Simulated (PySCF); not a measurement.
Pd: ionisation energy

Pd [Kr] 4d10 (1S) → Pd⁺ [Kr] 4d9 (2D), as a difference of total energies. Calculation: PySCF 2.14, in aug-cc-pVDZ-PP with ECP28MDF (5s5p4d2f, 54 functions); scalar relativity through the core potential. Correlated levels: valence: 4s2 4p6 frozen. The calculations carry no spin-orbit coupling.

| method | ionisation energy (eV) |
| --- | --- |
| UHF | 6.298 |
| B3LYP | 8.638 |
| PBE0 | 8.417 |
| MP2 (valence) | 8.549 |
| SCS-MP2 (valence) | 8.323 |

Errors of the correlated levels include the incompleteness of this basis and the frozen core.

Question: Which method comes closest to the reference value, and which is furthest?

Answer: The reference is 8.512 eV (measured; NIST levels, between the centres of gravity of the two terms). Closest: MP2 (valence) (error 0.037 eV); furthest: UHF (error -2.214 eV).
